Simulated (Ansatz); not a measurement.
`CC(Br)Br` + `CB(N)Cl` → `CNB(C)Cl` + `BrCBr` at 298.15 K and 1 bar (substitution at a C–C bond).

Isolated molecules relaxed with PBE0-D4/def2-TZVP in Ansatz; ΔE leaves out vibrations. CCSD(T)/CBS adds triple-zeta CCSD(T) − MP2 to the extrapolated MP2 energy (def2 sets, frozen cores). This one scheme is used for every species. For Br outer-core shells are correlated without core-valence functions, which leaves a few kJ/mol of doubt a bond. Scalar relativity is left out up to krypton. Each species was taken in one conformer, which may not be the lowest.

| species | CCSD(T)/CBS energy (Eh) | H − E (kJ/mol) | S (J/(mol·K)) |
| --- | --- | --- | --- |
| `CC(Br)Br` | -5225.15162 | 164.1 | 326.4 |
| `CB(N)Cl` | -580.44617 | 199.6 | 306.3 |
| `CNB(C)Cl` | -619.69503 | 278.0 | 340.5 |
| `BrCBr` | -5185.88409 | 86.8 | 293.1 |

H − E and S are ideal-gas, rigid-rotor, harmonic terms from PBE0-D4/def2-TZVP, for one conformer and one mirror image of each species. 1 Eh = 2625.50 kJ/mol, R = 8.31446 J/(mol·K).

Q: By hand: ΔE, ΔH, ΔS and ΔG.

A: ΔE = (-619.69503) + (-5185.88409) − (-5225.15162) − (-580.44617) = 0.01867 Eh = 49.0 kJ/mol. Δ(H − E) = 278.0 + 86.8 − 164.1 − 199.6 = 1.1, so ΔH = 50.1 kJ/mol. ΔS = 340.5 + 293.1 − 326.4 − 306.3 = 0.9 J/(mol·K). ΔG = 50.1 − 298.15 × (0.9)/1000 = 49.8 kJ/mol.

Q: By hand: the equilibrium constant, and the temperature at which ΔG would vanish if ΔH and ΔS stayed fixed.

A: log₁₀ K = −ΔG/(RT ln 10) = -8.7. ΔG = 0 at ΔH/ΔS = 55667 K, far beyond where these terms or the molecules hold.

The number of gas molecules stays the same, so ΔS is small and ΔH decides. A doubt of 5 kJ/mol in ΔE shifts log₁₀ K by 0.9 here. Other conformers and mirror images would add mixing entropy, several J/(mol·K) or more a flexible species. These are equilibria of isolated gas molecules and say nothing of rates. Largest T1 diagnostic: 0.011 (customary marks: 0.02 for closed shells, 0.045 for open ones).
